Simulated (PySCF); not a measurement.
The vertical singlet excitations below were computed for one of the candidates. Computed with TDDFT CAM-B3LYP/def2-SVPD, vertical, gas phase, core orbitals frozen in the response in PySCF 2.14.0, density-fitted response routines. Geometries: PBE0-D3(BJ)/def2-SVP, one conformer each.

```json
{"state": "S1", "E (eV)": "5.87", "λ (nm)": "211.0", "f": "0.0001"}
{"state": "S2", "E (eV)": "6.16", "λ (nm)": "201.3", "f": "0.0003"}
{"state": "S3", "E (eV)": "7.10", "λ (nm)": "174.7", "f": "0.012"}
{"state": "S4", "E (eV)": "7.25", "λ (nm)": "171.0", "f": "0.069"}
{"state": "S5", "E (eV)": "7.32", "λ (nm)": "169.4", "f": "0.024"}
{"state": "S6", "E (eV)": "7.33", "λ (nm)": "169.1", "f": "0.058"}
```

Orbital energies (eV): HOMO-3 -10.59, HOMO-2 -9.44, HOMO-1 -8.93, HOMO -8.76, LUMO 1.20, LUMO+1 1.32, LUMO+2 1.40.

Question: Which candidate is it? All have the formula C6H10O.
A. `C=CCCC(C)=O`
B. `C(C)(=O)C=C(C)C`
C. `C(=C[C@H](C)OC)=C`

Answer: C. Its S1, at 5.87 eV, is the highest among the candidates; the nearest of the others has S1 at 4.53 eV. S1 is HOMO-1→LUMO (41%), HOMO-1→LUMO+1 (15%), HOMO-1→LUMO+2 (13%). Löwdin shares by element: HOMO carbon 42% or more, oxygen 33% (atoms not listed hold the other 25%); LUMO carbon 59% or more, hydrogen 7% or more (atoms not listed hold the other 34%). At the same level the other candidates give, for their lowest levels:
- `CC(=O)C=C(C)C`: 3.88 eV (f 0.000); 5.65 eV (f 0.420); 7.00 eV (f 0.025); 7.05 eV (f 0.001); 7.18 eV (f 0.000); T1 3.42 eV; HOMO -8.50, LUMO -0.28 eV
- `C=CCCC(C)=O`: 4.53 eV (f 0.000); 6.95 eV (f 0.046); 7.22 eV (f 0.004); 7.32 eV (f 0.056); 7.40 eV (f 0.462); HOMO -8.62, LUMO 0.69 eV

Conformer computed: `[CH2:1]=[C:2]=[CH:3][C@H:4]([CH3:5])[O:6][CH3:7]`: C2–C3–C4–C5 -117°, C3–C4–O6–C7 -69°.
Triplets come from the Tamm–Dancoff approximation.
